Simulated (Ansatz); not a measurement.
`O[SiH]([SiH3])[SiH3]` + `[OH][AlH2]` → `O[SiH]([SiH3])[O][AlH2]` + SiH₄ at 298.15 K and 1 bar (cleavage of the Si–Si bond).

Gas-phase electronic energies from Ansatz, PBE0-D4/def2-TZVP geometries. CBS: MP2 limit from def2 TZ/QZ plus the TZ coupled-cluster correction, frozen cores. This one scheme is used for every species. One conformer a species, not always the lowest.

| species | CCSD(T)/CBS energy (Eh) | H − E (kJ/mol) | S (J/(mol·K)) |
| --- | --- | --- | --- |
| `O[SiH]([SiH3])[SiH3]` | -947.24817 | 215.9 | 384.7 |
| `[OH][AlH2]` | -319.03157 | 82.3 | 252.8 |
| `O[SiH]([SiH3])[O][AlH2]` | -974.86715 | 202.3 | 425.5 |
| SiH₄ | -291.46306 | 92.1 | 204.8 |

H − E and S are ideal-gas, rigid-rotor, harmonic terms from PBE0-D4/def2-TZVP, for one conformer and one mirror image of each species. 1 Eh = 2625.50 kJ/mol, R = 8.31446 J/(mol·K).

Q: By hand: ΔE, ΔH, ΔS and ΔG.

A: ΔE = (-974.86715) + (-291.46306) − (-947.24817) − (-319.03157) = -0.05047 Eh = -132.5 kJ/mol. Δ(H − E) = 202.3 + 92.1 − 215.9 − 82.3 = -3.8, so ΔH = -136.3 kJ/mol. ΔS = 425.5 + 204.8 − 384.7 − 252.8 = -7.2 J/(mol·K). ΔG = -136.3 − 298.15 × (-7.2)/1000 = -134.2 kJ/mol.

Q: By hand: the equilibrium constant, and the temperature at which ΔG would vanish if ΔH and ΔS stayed fixed.

A: log₁₀ K = −ΔG/(RT ln 10) = 23.5. ΔG = 0 at ΔH/ΔS = 18931 K, far beyond where these terms or the molecules hold.

The number of gas molecules stays the same, so ΔS is small and ΔH decides. A doubt of 5 kJ/mol in ΔE shifts log₁₀ K by 0.9 here. Other conformers and mirror images would add mixing entropy, several J/(mol·K) or more a flexible species. Modes under 60 cm⁻¹, often nearly free rotors, make the harmonic entropy too high. These are equilibria of isolated gas molecules and say nothing of rates. Largest T1 diagnostic: 0.013 (customary marks: 0.02 for closed shells, 0.045 for open ones).
